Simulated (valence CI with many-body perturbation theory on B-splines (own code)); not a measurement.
## Questions on Lu³⁸⁺

Level of theory: relativistic CI+MBPT: five valence electrons over a frozen Dirac-Fock core [Ar] 3d10, radial functions for each j: 9 s, 9 p, 8 d, 6 f, 3 g, 1 h, with the one-electron correlation potential Σ1, the two-electron term Σ2, the three-electron term Σ3, Breit, model QED; selected CI, second order for the rest (own B-spline code, finite nucleus).

The last digits are not significant, and no measured levels were compared; by estimate large intervals hold to a few tenths of a per cent, small ones and those within an open d or f shell to about a per cent. Among the levels kept, up to 300 cm⁻¹ of a level comes from second order outside the variational space, and about a tenth of that is noise between levels of different J, which matters for small intervals.

Levels are named by their leading jj configuration (3d3/2^4 stands for four electrons in 3d with j = 3/2), which in mixed levels can hold well under half, so a name can repeat and another be missing.

Rates and lifetimes use the calculated energies. Strong lines usually hold to 10 to 20 %, long lifetimes can be off by a factor of two.

Question: What is the ground level?

Answer: (4s^2 4p1/2^2 4p3/2) J=3/2, composition 46 % 4s2 4p3 2P° + 27 % 4s2 4p3 4S° + 26 % 4s2 4p3 2D°, g = 1.372.

Question: How well does LS coupling describe the low levels?

Answer: Among the lowest 20 levels the leading LS term, summed over configurations, holds 53 % on average. For single configurations the figures are 49 % in LS and 87 % in jj coupling. Terms mix most in the J = 5/2 level at 1370600 cm⁻¹, where the leading one holds 27 %.

Question: Name the longest-lived excited levels whose lifetime is computed, and their main decay.

Answer: (4s^2 4p1/2 4p3/2^2) J=5/2 at 609170 cm⁻¹ lives 1.37 μs, mostly by M1 to (4s^2 4p1/2^2 4p3/2) J=3/2; (4s^2 4p1/2 4p3/2^2) J=1/2 at 661190 cm⁻¹ lives 404 ns, mostly by M1 to (4s^2 4p1/2^2 4p3/2) J=3/2; (4s^2 4p1/2 4p3/2^2) J=3/2 at 567750 cm⁻¹ lives 280 ns, mostly by M1 to (4s^2 4p1/2^2 4p3/2) J=3/2. The lifetime of (4s^2 4p1/2 4p3/2 4d5/2) J=9/2 is too uncertain to give, and may be longer.

Question: What are the static dipole polarisabilities of the lowest levels?

Answer: (4s^2 4p1/2^2 4p3/2) J=3/2 0.0444 (tensor 0.0030); (4s^2 4p1/2 4p3/2^2) J=3/2 0.0503 (tensor 0.00045) bohr³, of which the core gives 0.00260.

Question: What is the ionisation energy?

Answer: 1748.9 eV; NIST lists 1747 ± 4 eV (theoretical).
